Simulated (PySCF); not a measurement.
BI2, SMILES I[B+]I, charge +1. Atoms are numbered in the order given.

```xyz
3

B      0.0000     0.0000     0.0000
I      0.0000     0.0000    -1.9777
I      0.0000     0.0000     1.9777
```
Charge +1, spin multiplicity 1.

The structure is a stationary point at PBE-D3(BJ)/def2-TZVP. The def2 effective core potentials stand for the cores of I; spin–orbit coupling is left out.

Method: PBE-D3(BJ)/def2-TZVP (PySCF).

Frequencies are harmonic and unscaled.

Modes within 1.5 cm⁻¹ of each other (mostly degenerate sets) share a row, with their intensities summed.

Computed normal modes with their intensities:
```csv
mode,ν (cm⁻¹),IR (km/mol),moving atoms (share of kinetic energy)
1–2,223,0.1,B 96 %
3,226,0.0,I 100 %
4,1085,405.9,B 96 %
```
